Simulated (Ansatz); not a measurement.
GeMe(NHMe)3 (C₄H₁₅GeN₃). Total charge 0; triplet. Geometry PBE-D4/def2-SVP, that of the neutral singlet; atoms count from 1.

```xyz
23

Ge   -0.228   -0.306   -0.180
C    -1.176   -1.950    0.324
H    -2.095   -1.723    0.902
H    -0.522   -2.591    0.946
H    -1.465   -2.508   -0.587
N     1.303   -0.406   -1.202
C     2.536   -0.991   -0.708
H     1.115   -0.602   -2.189
H     3.426   -0.560   -1.222
H     2.638   -0.758    0.371
H     2.606   -2.103   -0.811
N     0.425    0.474    1.373
C    -0.363    0.589    2.586
H     0.988    1.310    1.184
H    -1.144    1.391    2.579
H    -0.891   -0.367    2.787
H     0.286    0.776    3.471
N    -1.361    0.651   -1.295
C    -1.017    2.000   -1.713
H    -2.354    0.545   -1.069
H    -1.212    2.800   -0.955
H     0.066    2.039   -1.952
H    -1.562    2.288   -2.640
```

At PBE0-D4/def2-TZVP a singlet of charge 0 lies 5.31 eV below the triplet at the same geometry.

(1) Estimate the Mulliken populations from the PBE0/def2-TZVP orbitals of Ansatz.

(2) Where does the spin sit?

(3) And the Mayer bond orders between heavy atoms (over 0.3)?

Answers

(1) 
```csv
atom,charge (e),spin (α − β)
Ge1,0.24,0.29
C2,-0.18,-0.27
H3,0.04,0.13
H4,0.09,0.07
H5,0.08,0.07
N6,-0.45,0.00
C7,-0.28,0.00
H8,0.18,0.04
H9,0.12,0.01
H10,0.11,0.02
H11,0.11,0.00
N12,-0.17,0.32
C13,-0.19,-0.11
H14,0.08,0.16
H15,0.02,0.18
H16,0.10,0.04
H17,0.11,0.06
N18,0.08,0.37
C19,-0.17,-0.15
H20,-0.14,0.41
H21,0.02,0.21
H22,0.10,0.05
H23,0.09,0.10
```
Mulliken values depend strongly on the basis.

(2) Summed by element: Ge 0.29, C -0.52, H 1.54, N 0.69, of 2 unpaired in all. Largest on single atoms: H20 0.41, N18 0.37, N12 0.32.

(3) Ge1–C2 0.61 (1.96 Å); Ge1–N6 1.08 (1.84 Å); Ge1–N12 0.76 (1.86 Å); Ge1–N18 0.54 (1.85 Å); N6–C7 1.00 (1.45 Å); N12–C13 1.02 (1.45 Å); N18–C19 1.08 (1.45 Å).
